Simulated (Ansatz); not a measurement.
Ansatz (an electronic-structure program) input file for sulfur trioxide (O₃S), SMILES S(=O)(=O)=O, PBE/def2-SVPD. Coordinates come from a ωB97X-D3(BJ)/def2-TZVP optimisation.

Ansatz 0.2 input:
```yaml
crystal:
  periodic: [false, false, false]
  atoms:
    - {symbol: O, position_ang: [1.41915504, -0.00000000, 0.00000000]}
    - {symbol: S, position_ang: [0.00000000, -0.00000000, 0.00000000]}
    - {symbol: O, position_ang: [-0.70957752, -1.22902432, 0.00000000]}
    - {symbol: O, position_ang: [-0.70957752, 1.22902432, 0.00000000]}
basis:
  gaussian:
    orbitals: def2-SVPD
hamiltonian:
  xc: {name: PBE}
```

It prints:

```
WARN ansatz: RAYON_NUM_THREADS=1 ignored (pool sized by the plan → 1); use --threads N
Functional definition: PBE
integrals: 0.03 GiB planned
825 factors; their error is unknown
mean field: 0.23 GiB planned
mean field evaluation 1: about -16942.3263 eV, gradient 8.9e1 eV
mean field evaluation 2: about -16865.6182 eV, gradient 2.1e2 eV
mean field evaluation 4: about -16955.7466 eV, gradient 6.8e0 eV
mean field evaluation 8: about -16955.8169 eV, gradient 1.1e-1 eV
mean field evaluation 16: about -16955.8169 eV, gradient 2.5e-6 eV
mean field -16955.81689022 eV, -623.1147776502 hartree, gradient 2.4e-6 eV, S^2 0.000000; 0 other end points of the search recorded, 0 dependent functions left out
reference -16955.81693796 eV, -623.1147794045 hartree; 20, 20 occupied and 76, 76 virtual orbitals, 825 factors
Total energy: -16955.81693796 eV, -623.1147794045 hartree
```

The run converged.

Cost: about 1.2 core-seconds (a rough figure).
